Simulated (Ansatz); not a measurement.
Species: C4H10N, net charge 1, singlet state. It need not be the lowest isomer of its formula. 
Structure (B3LYP-D3(BJ)/def2-TZVP (Ansatz, an electronic-structure program) minimum search):
```
C
H 1 1.0882
N 1 1.5221 2 105.71
H 3 1.0231 1 110.37 2 180.00
H 3 1.0236 4 107.75 1 -121.87
H 3 1.0236 4 107.75 5 -116.25
C 1 1.5341 2 113.51 3 -129.35
H 7 1.0870 1 117.37 2 25.18
H 7 1.0923 8 109.17 1 -128.66
C 1 1.5341 2 113.51 3 129.35
H 10 1.0870 1 117.37 2 -25.18
H 10 1.0923 11 109.17 1 128.66
C 10 1.5537 11 118.94 12 128.85
H 13 1.0856 10 116.82 11 -100.83
H 13 1.0878 14 109.21 7 128.32
```
Charge +1, spin multiplicity 1.

Basis-set convergence of Hartree-Fock and CCSD(T) correlation energies (hartree) with Ansatz. Cores are frozen in the correlated levels unless marked. Spin-orbit coupling is left out. No relativistic terms.

```json
[
 {"basis": "cc-pVDZ", "functions": "120", "E(HF)": "-211.51315", "E(corr, CCSD(T))": "-0.81673"},
 {"basis": "cc-pVTZ", "functions": "290", "E(HF)": "-211.57252", "E(corr, CCSD(T))": "-0.97895"},
 {"basis": "cc-pVQZ", "functions": "575", "E(HF)": "-211.58602", "E(corr, CCSD(T))": "-1.02756"}
]
```

Extrapolating the two largest sets (X = 3 and 4) as X^-3: E(corr) = (64·(-1.02756) - 27·(-0.97895))/37 = -1.0630 Eh, an estimate of the basis-set limit. The largest set recovers 96.7 % of it, the smallest 76.8 %.
